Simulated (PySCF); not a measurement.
# Peak assignment

Geometry (Å), atoms numbered from 1 in this order:
```xyz
20

C     3.486    0.622    0.463
C     2.423   -0.092   -0.356
O     1.160    0.155    0.203
Si   -0.238   -0.626    0.020
C    -1.555    0.117    1.168
C    -2.512    0.312   -0.034
C    -3.560   -0.666   -0.010
N    -4.381   -1.463    0.009
C    -1.539    0.045   -1.211
H     3.488    0.241    1.480
H     3.275    1.688    0.492
H     4.466    0.465    0.020
H     2.609   -1.171   -0.374
H     2.428    0.272   -1.390
H    -0.092   -2.080   -0.001
H    -1.297    1.067    1.629
H    -1.969   -0.526    1.940
H    -2.970    1.305   -0.066
H    -1.955   -0.627   -1.960
H    -1.274    0.973   -1.714
```

How the numbers were obtained: GFN2-xTB geometry, σ from GIAO-PBE0/pcSseg-1, in PySCF 2.14.0 with density-fitted response routines (no solvent, relativity neglected, one conformer, one averaged value for each set of equivalent atoms).

Shifts are taken against calculated references (same method and geometry level): ¹³C and ¹H vs TMS.

(1) Assign these signals to the numbered atoms. ¹³C{¹H} NMR (computed): δ 130.4, 63.9, 29.1, 20.6, 14.8.

(2) Assign these signals to the numbered atoms. ¹H NMR (400 MHz, computed): δ 5.69 (m, 1H), 4.00 (q, 2H), 2.87 (m, 1H), 2.13 (m, 2H), 1.79 (m, 2H), 1.38 (t, 3H).

## Answers

(1) 
```tsv
δ (ppm)	atoms	environment	reason
130.4	C7	nitrile carbon	C≡N carbons fall here, among the sp2 signals but without a proton
63.9	C2	sp3 CH2 bonded to O	the inductive effect lowers its shielding
29.1	C5/C9	sp3 CH2 bonded to Si	–
20.6	C1	methyl carbon	saturated and bonded to C and H only
14.8	C6	sp3 CH α to a nitrile	a saturated carbon with 3 carbon neighbours and no heteroatom attached
```

(2) 
5.69 → H15, hydrogen on a silicon bonded to 2 C, O, in a 4-membered ring
4.00 → H13/H14, hydrogen on an sp3 CH2 bonded to O: its carbon carries O, which withdraws density
2.87 → H18, hydrogen on an sp3 CH α to a nitrile
2.13 → H16/H20, hydrogen on an sp3 CH2 bonded to Si
1.79 → H17/H19, hydrogen on an sp3 CH2 bonded to Si
1.38 → H10/H11/H12, hydrogen on a methyl carbon

Shifts are as computed. Against solution values, carbons near 30 ppm lie about +3 ppm off and those near 130 ppm about +5 ppm. Of 1211 compounds with measured shifts, 218 miss one by over three times the rms of a fit or turn the order of signals round; such compounds aren't used in these exercises. Multiplicities follow the n + 1 count of equivalent neighbours, as no J values were calculated; m marks all less simple cases, F and P coupling included.
